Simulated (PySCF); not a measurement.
**Ionisation energy of Bi²⁺ by level of theory**

Bi²⁺ [Xe] 4f14 5d10 6s2 6p1 (2P) → Bi³⁺ [Xe] 4f14 5d10 6s2 (1S), as a difference of total energies. Computed with PySCF 2.14 in aug-cc-pVTZ-DK3 (9s8p6d3f, 84 functions), with scalar relativity by spin-free X2C-1e. Correlated levels: valence: [Xe] 4f14 5d10 frozen. The calculations carry no spin-orbit coupling.

```
           method  ionisation energy (eV)  plus first-order spin-orbit estimate  error of that sum (eV)
              UHF                  23.075                                24.537                  -1.034
    MP2 (valence)                  23.270                                24.733                  -0.838
SCS-MP2 (valence)                  23.259                                24.722                  -0.849
   CCSD (valence)                  23.322                                24.785                  -0.786
CCSD(T) (valence)                  23.332                                24.795                  -0.776
```

Reference: 25.571 eV (measured; NIST Atomic Spectra Database, ionization energies).

A first-order spin-orbit estimate (lowest level to lowest level, LS coupling) adds 1.463 eV.

Errors of the correlated levels include the incompleteness of this basis and the frozen core.

Every method misses the reference by a wide margin, which points to the basis or the choice of state and not to the methods.
